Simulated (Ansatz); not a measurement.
Ansatz (an electronic-structure program) input:

Ansatz 0.2 input:
```yaml
crystal:
  periodic: [false, false, false]
  atoms:
    - {symbol: C, position_ang: [-1.87824964, -0.07326245, 0.22219569]}
    - {symbol: C, position_ang: [-0.68377527, -0.02635125, 0.07969748]}
    - {symbol: C, position_ang: [0.66607765, 0.02820264, -0.07958742]}
    - {symbol: C, position_ang: [1.86076116, 0.07793525, -0.21954175]}
    - {symbol: H, position_ang: [-2.91854668, -0.11563997, 0.34473053]}
    - {symbol: H, position_ang: [2.90099155, 0.11930139, -0.34295993]}
basis:
  gaussian:
    orbitals: def2-TZVP
hamiltonian:
  xc: b3lyp
  dispersion: d3bj
relax: {f_tol: 0.002, max_steps: 150}
```

### Question
Predict the final energy.

### Answer
-153.55445 Eh (B3LYP-D3(BJ)/def2-TZVP). The basis has 136 functions.
